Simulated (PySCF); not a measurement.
# Electron correlation in C(2+) (carbon, charge +2)

[He] 2s2, closed-shell 1S. Computed with PySCF 2.14 in aug-cc-pVDZ (4s3p2d, 23 functions), with no relativity, point nucleus. Frozen: 1s2; 2 electrons correlated.

Total MP2 correlation energy: -39.60 mhartree.

Same-spin part 0.00 and opposite-spin part -39.60 mhartree; SCS-MP2 scales them by 1/3 and 6/5 to -47.52 mhartree.

With two correlated electrons CCSD is exact within the correlated space (frozen core and kept virtual orbitals).

```csv
level,correlation energy (mhartree)
CCSD,-72.01
```

Diagnostics: T1 = 0.0085, D1 = 0.0120, largest double amplitude 0.157.

A double-excitation amplitude exceeds 0.15, a sign of near-degeneracy.

Cost of the coupled-cluster step: 0.05 s of wall time on 1 thread of Neoverse-V1 (shared host), for 2 correlated electrons.

Iterations:

```
CC2 = 0
CCSD nocc = 1, nmo = 22
frozen orbitals [0]
max_cycle = 100
direct = 0
conv_tol = 1e-08
conv_tol_normt = 1e-06
diis_space = 8
diis_start_cycle = 0
Init t2, MP2 energy = -36.4412496182967  E_corr(MP2) -0.0395979540504521
Init E_corr(CCSD) = -0.0395979540504524
cycle = 1  E_corr(CCSD) = -0.0562402004931039  dE = -0.0166422464  norm(t1,t2) = 0.0685464
cycle = 2  E_corr(CCSD) = -0.0641460134036946  dE = -0.00790581291  norm(t1,t2) = 0.0349676
cycle = 3  E_corr(CCSD) = -0.0721333775003393  dE = -0.0079873641  norm(t1,t2) = 0.0178282
cycle = 4  E_corr(CCSD) = -0.0719767671965982  dE = 0.000156610304  norm(t1,t2) = 0.000280805
cycle = 5  E_corr(CCSD) = -0.0720260411615799  dE = -4.9273965e-05  norm(t1,t2) = 8.061e-05
cycle = 6  E_corr(CCSD) = -0.0720073692800054  dE = 1.86718816e-05  norm(t1,t2) = 4.31228e-05
cycle = 7  E_corr(CCSD) = -0.0720066781918793  dE = 6.91088126e-07  norm(t1,t2) = 1.37013e-06
cycle = 8  E_corr(CCSD) = -0.0720067498198264  dE = -7.16279471e-08  norm(t1,t2) = 2.58919e-07
cycle = 9  E_corr(CCSD) = -0.0720068007760664  dE = -5.09562401e-08  norm(t1,t2) = 9.5626e-08
cycle = 10  E_corr(CCSD) = -0.0720067912821188  dE = 9.49394757e-09  norm(t1,t2) = 2.06941e-08
CCSD converged
E(CCSD) = -36.47365845552832  E_corr = -0.07200679128211884
```
